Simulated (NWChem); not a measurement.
Molecule: C₃H₃BFN; SMILES FB1C=CC=N1

B3LYP is NWChem's, with the RPA form of VWN correlation.

Task: Give the equilibrium geometry at B3LYP/6-31G* (spherical d) (NWChem) as an XYZ file, with the point group.

Result: point group Cs; any orientation.
```
9

F      0.0402    -2.0690     0.0000
B      0.0089    -0.7509     0.0000
C      1.2506     0.2420     0.0000
C      0.6598     1.4467     0.0000
C     -0.8500     1.2398     0.0000
N     -1.2607     0.0247     0.0000
H      2.3209     0.0695     0.0000
H      1.1242     2.4299     0.0000
H     -1.5418     2.0883     0.0000
```
